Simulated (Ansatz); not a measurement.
`CCCCCC=O` → `CC(=O)CC(C)C`  (isomerisation)

Calculated with Ansatz (gas phase, PBE0-D4/def2-TZVP geometries, no zero-point term in ΔE). CCSD(T)/CBS adds triple-zeta CCSD(T) − MP2 to the extrapolated MP2 energy (def2 sets, frozen cores). One conformer a species, not always the lowest.

```
       species  CCSD(T)/CBS(def2) energy (Eh)
    `CCCCCC=O`                     -310.71177
`CC(=O)CC(C)C`                     -310.72583
```

Work out ΔE.

ΔE = (-310.72583) − (-310.71177) = -0.01406 Eh = -8.8 kcal/mol.

Largest T1 diagnostic among the species: 0.012.

The D4 term adds −1.1 kcal/mol with B3LYP and −0.6 kcal/mol with PBE0; it sums over pairs of atoms, weighted by their polarisabilities, and B3LYP, whose exchange is more repulsive, gets the larger term. In def2-TZVPP, CCSD(T) changes the Hartree–Fock value by −1.5 kcal/mol (the triples alone add −0.4 kcal/mol) and MP2 by −1.9 kcal/mol. Leaving LDA and LC-ωPBE aside and taking each functional with its dispersion term where it has one, the values, not all of them listed here, spread over 1.6 kcal/mol, from r2SCAN-D4 to B2PLYP. LDA lies −2.4 kcal/mol from PBE without D4.

B3LYP here is the variant with VWN-RPA as its local correlation; programs differ in this.
